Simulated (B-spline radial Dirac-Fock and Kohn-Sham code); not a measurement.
# I²⁺: non-radiative channels of the 2p3/2 vacancy

System: I²⁺, 1s2 2s2 2p6 3s2 3p6 3d10 4s2 4p6 4d10 5s2 5p3.

These are calculated numbers from a B-spline atomic structure program; the model is independent-particle rates on relativistic LDA orbitals of the hole state (multipoles up to L = 3, Coulomb Auger matrix elements, transition energies from Dirac-Fock). Kinetic energies are configuration averages from the vacuum level; the two-hole energies are estimated from single-hole states.

| transition | kinetic energy (eV) | width (meV) | share (%) |
| --- | --- | --- | --- |
| L3-M1M3 | 2534.4 | 77.1 | 3.1 |
| L3-M2M3 | 2670.5 | 130 | 5.2 |
| L3-M3M3 | 2726.8 | 179 | 7.2 |
| L3-M2M5 | 2924.8 | 82.4 | 3.3 |
| L3-M3M4 | 2971.2 | 187 | 7.5 |
| L3-M3M5 | 2985.6 | 282 | 11.3 |
| L3-M4M4 | 3214.5 | 28.0 | 1.1 |
| L3-M4M5 | 3225.1 | 541 | 21.7 |
| L3-M5M5 | 3237.7 | 362 | 14.5 |
| L3-M3N3 | 3492.2 | 59.5 | 2.4 |
| L3-M3N4 | 3577.4 | 27.8 | 1.1 |
| L3-M3N5 | 3579.4 | 41.2 | 1.7 |
| L3-M5N3 | 3749.6 | 41.8 | 1.7 |
| L3-M4N5 | 3825.5 | 61.8 | 2.5 |
| L3-M5N4 | 3835.2 | 72.7 | 2.9 |
| L3-M5N5 | 3837.4 | 92.1 | 3.7 |

The listed channels hold 91 % of the non-radiative rate. Summed by principal shells, of 2.49 eV in all: LMM 76.3 %, LMN 21.4 %, LNN 1.5 %, LMO 0.7 %.
